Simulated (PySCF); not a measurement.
`InChI=1S/C6H9BF2/c1-5(8)6(9)4-7(2)3/h4H,1H2,2-3H3/b6-4+`

Geometry:
| atom | x (Å) | y (Å) | z (Å) |
| --- | --- | --- | --- |
| C1 | 3.165 | -0.597 | -0.151 |
| C2 | 1.868 | -0.300 | -0.084 |
| F3 | 0.985 | -0.877 | -0.915 |
| C4 | 1.224 | 0.640 | 0.828 |
| F5 | 2.099 | 1.275 | 1.618 |
| C6 | -0.089 | 0.879 | 0.874 |
| B7 | -1.186 | 0.188 | -0.014 |
| C8 | -1.783 | -1.198 | 0.417 |
| C9 | -1.762 | 0.964 | -1.253 |
| H10 | 3.533 | -1.315 | -0.884 |
| H11 | 3.857 | -0.114 | 0.536 |
| H12 | -0.404 | 1.654 | 1.584 |
| H13 | -1.081 | -1.840 | 0.968 |
| H14 | -2.610 | -0.962 | 1.116 |
| H15 | -2.233 | -1.759 | -0.416 |
| H16 | -2.804 | 0.704 | -1.494 |
| H17 | -1.149 | 0.621 | -2.109 |
| H18 | -1.647 | 2.057 | -1.207 |

Computed with PySCF 2.14.0, TDDFT CAM-B3LYP/aug-cc-pVDZ excited states, vertical, gas phase. Geometry: PBE0-D3(BJ)/def2-SVP.

Task: How strongly do the lowest singlets absorb one photon, and two photons of half the energy?

Result: δ for parallel linear polarisation; σ at the peak of a Lorentzian of half width 0.1 eV, single beam; Ω is circular over linear.
```csv
state,E (eV),f,photon λ (nm),δ (au),σ (GM),Ω,main
S1,5.24,0.318,473,6.44,0.07,1.49,"HOMO→LUMO 0.69, HOMO→LUMO+3 0.14"
S2,5.70,0.306,435,186,2.22,0.65,"HOMO→LUMO+3 0.39, HOMO→LUMO 0.28"
S3,6.13,0.002,404,229,3.15,1.48,"HOMO→LUMO+1 0.67, HOMO→LUMO+2 0.12"
S4,6.58,0.033,377,5.3,0.08,0.99,"HOMO→LUMO+2 0.71, HOMO→LUMO+1 0.08"
S5,6.82,0.010,363,285,4.85,0.70,"HOMO−1→LUMO 0.32, HOMO−2→LUMO 0.22"
S6,6.84,0.002,362,119,2.05,0.72,"HOMO→LUMO+4 0.26, HOMO→LUMO+3 0.17"
```
